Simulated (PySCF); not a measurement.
H$_{3}$AlF$_{2}$Si (SMILES [F][Al]([F])[SiH3]), singlet, geometry from GFN2-xTB (such geometries of metal compounds can be far from the true shape), with bond 3-1 at 1.4 times its length. Base run: CASSCF(6,6)/6-31G* (PySCF).

Input for PySCF:
```python
from pyscf import gto, scf, mcscf
import numpy

mol = gto.Mole()
mol.atom = '''
    Al   -0.403441    0.214182   -0.278869
    F    -1.867364   -0.529825   -0.508552
    F    -0.330054    2.293891   -1.306994
    Si    1.408517   -0.742774    0.966774
    H     1.924992    0.162356    2.008848
    H     2.567511   -1.094965    0.126969
    H     0.998468   -1.981692    1.650802
'''
mol.basis = '6-31g*'
mol.charge = 0
mol.spin = 0
mol.verbose = 3
mol.build()

mf = scf.RHF(mol)
mf.kernel()
mc = mcscf.CASSCF(mf, 6, 6)
mc.fix_spin_(ss=0.0)
mc.kernel()
occ = numpy.linalg.eigvalsh(mc.fcisolver.make_rdm1(mc.ci, mc.ncas, mc.nelecas))[::-1]
ss = mc.fcisolver.spin_square(mc.ci, mc.ncas, mc.nelecas)[0]
print('natural occupations', occ.round(4), ' <S^2>', round(ss, 4))
```

The base run was repeated with changes; each row names its change, and settings that it needs were set with it.

```
change                                            ΔE vs base (mEh)                      natural occupations  <S^2> of the state  core-seconds (rough)
------------------------------------------------  ----------------  ---------------------------------------  ------------------  --------------------
base                                                         0.000            1.98 1.98 1.97 0.04 0.02 0.02                0.00                    10
solver = newton                                              0.000            1.98 1.98 1.97 0.04 0.02 0.02                0.00                     7
start = MP2 natural orbitals                                26.328            1.98 1.98 1.95 0.05 0.02 0.02                0.00                    20
correction = SC-NEVPT2                                      -381.2            1.98 1.98 1.97 0.04 0.02 0.02                0.00                     9
active space = 2 electrons, 4 orbitals                      72.595                      1.95 0.05 0.00 0.00                0.00                    10
fix_spin_ = off                                              0.000            1.98 1.98 1.97 0.04 0.02 0.02                0.00                    10
orbitals = fixed (CASCI)                                    99.308            2.00 2.00 1.99 0.01 0.00 0.00                0.00                     2
active space = 8 electrons, 8 orbitals                      -9.119  1.98 1.98 1.98 1.96 0.04 0.02 0.02 0.01                0.00                    30
active space = 2 electrons, 3 orbitals                      73.898                           1.95 0.05 0.00                0.00                    10
conv_tol = 1e-5                                              0.000            1.98 1.98 1.97 0.04 0.02 0.02                0.00                     9
orbitals = fixed (CASCI); correction = SC-NEVPT2            -391.4            2.00 2.00 1.99 0.01 0.00 0.00                0.00                     3
```

Active orbitals are taken around the Fermi level unless the row says otherwise; CASSCF can end in different local minima, and two programs can end on different orbitals. State-averaged rows give the lowest state.
